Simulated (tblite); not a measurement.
Compound: C4H6NOS (doublet state).
SMILES with atom numbers: `[CH3:1]/[N:2]=[C:3]/[C:4](=[O:5])[CH2:6][SH:7]` (hydrogens: H8, H9, H10 on C1; H11, H12 on C6; H13 on S7)
Bond orders are those of one Lewis drawing.

Computed with GFN2-xTB (tblite), gas phase: L-BFGS steps from a force-field or distance-geometry start until the largest atomic force falls under 0.01 eV/Å.

Step 15: E = -591.9322 eV
```
atom  x, y, z in Å  |  force x, y, z in eV/Å
C1      2.7532    0.2388    0.0664    0.158  -0.143  -0.049
N2      1.3944   -0.0956   -0.0378    0.476  -0.143   0.496
C3      0.4159   -0.0639   -0.7268   -0.419  -0.134  -0.640
C4     -0.9038   -0.4443   -0.9233   -0.106  -0.059   0.174
O5     -1.3792   -1.2561   -1.7139    0.245   0.024  -0.076
C6     -1.7533    0.3431    0.0742   -0.187   0.061   0.087
S7     -3.5404    0.1351   -0.2406    0.241  -0.007  -0.020
H8      3.1556   -0.3489    0.8899    0.065  -0.095   0.102
H9      2.9936    1.2805    0.2643   -0.408   0.253  -0.015
H10     3.2519   -0.0524   -0.8515    0.245  -0.060  -0.216
H11    -1.4755    1.3967    0.0395   -0.269   0.045   0.069
H12    -1.5356   -0.0561    1.0666   -0.055   0.090   0.126
H13    -3.3811   -1.0766   -0.7860    0.013   0.168  -0.038
```

Step 16: E = -591.9520 eV
```
atom  x, y, z in Å  |  force x, y, z in eV/Å
C1      2.7532    0.2334    0.0639    0.193  -0.086  -0.055
N2      1.3959   -0.1250   -0.0387    0.434  -0.054   0.343
C3      0.4223   -0.0553   -0.7386   -0.338  -0.138  -0.427
C4     -0.9042   -0.4387   -0.9177   -0.041  -0.039   0.171
O5     -1.3736   -1.2568   -1.7014    0.184  -0.044  -0.163
C6     -1.7613    0.3460    0.0736   -0.044   0.020   0.120
S7     -3.5457    0.1337   -0.2377    0.216  -0.008  -0.037
H8      3.1669   -0.3430    0.8904    0.035  -0.105   0.082
H9      2.9751    1.2826    0.2647   -0.441   0.133  -0.055
H10     3.2677   -0.0484   -0.8518    0.146  -0.036  -0.138
H11    -1.4776    1.3962    0.0430   -0.289   0.118   0.045
H12    -1.5364   -0.0510    1.0655   -0.078   0.067   0.141
H13    -3.3868   -1.0735   -0.7942    0.024   0.173  -0.027
```

Step 17: E = -591.9774 eV
```
atom  x, y, z in Å  |  force x, y, z in eV/Å
C1      2.7588    0.2225    0.0584    0.079   0.030  -0.006
N2      1.4004   -0.1704   -0.0385    0.087   0.149  -0.183
C3      0.4347   -0.0466   -0.7605    0.062  -0.197   0.226
C4     -0.9064   -0.4317   -0.9050    0.183  -0.029   0.046
O5     -1.3594   -1.2576   -1.6857    0.052  -0.082  -0.179
C6     -1.7734    0.3511    0.0763    0.220  -0.047   0.135
S7     -3.5473    0.1303   -0.2356    0.027   0.094  -0.020
H8      3.1847   -0.3367    0.8931    0.004  -0.068  -0.001
H9      2.9334    1.2882    0.2632   -0.405  -0.137  -0.123
H10     3.2945   -0.0430   -0.8556    0.003   0.007  -0.001
H11    -1.4889    1.3999    0.0499   -0.286   0.168   0.006
H12    -1.5403   -0.0411    1.0685   -0.092   0.041   0.158
H13    -3.3952   -1.0646   -0.8075    0.066   0.070  -0.059
```

**Question.** Estimate the geometry and energy of step 18. (The exact step hangs on the optimiser's Hessian estimate; all steps are aligned on step 17, rigid shifts and turns removed.)

**Answer.** E = -591.9902 eV, largest force 0.369 eV/Å
```
atom  x, y, z in Å  |  force x, y, z in eV/Å
C1      2.7619    0.2202    0.0563    0.012   0.057  -0.002
N2      1.4012   -0.1663   -0.0365    0.145   0.060  -0.179
C3      0.4392   -0.0558   -0.7640   -0.020  -0.119   0.265
C4     -0.9049   -0.4339   -0.9011    0.242  -0.004   0.002
O5     -1.3526   -1.2554   -1.6899   -0.025  -0.088  -0.134
C6     -1.7733    0.3504    0.0803    0.260  -0.044   0.091
S7     -3.5427    0.1314   -0.2385   -0.061   0.135   0.005
H8      3.1843   -0.3394    0.8936    0.017  -0.029  -0.031
H9      2.9189    1.2888    0.2604   -0.309  -0.164  -0.118
H10     3.2981   -0.0448   -0.8592   -0.023   0.029   0.049
H11    -1.4997    1.4025    0.0529   -0.230   0.140  -0.005
H12    -1.5424   -0.0370    1.0748   -0.079   0.029   0.148
H13    -3.3923   -1.0606   -0.8082    0.071  -0.003  -0.091
```

The energy changes by -0.0128 eV. The first-order estimate −F·Δx gives -0.0159 eV and the mean of the old and new forces, exact on a quadratic surface, -0.0128 eV. The step makes an angle of 46° with the force vector and moves no atom by more than 0.015 Å.

What follows is the cost of the whole relaxation. Hardware: an AMD EPYC 7B13 with one thread, no GPU, on a shared host. Cost: 0.68 s wall.
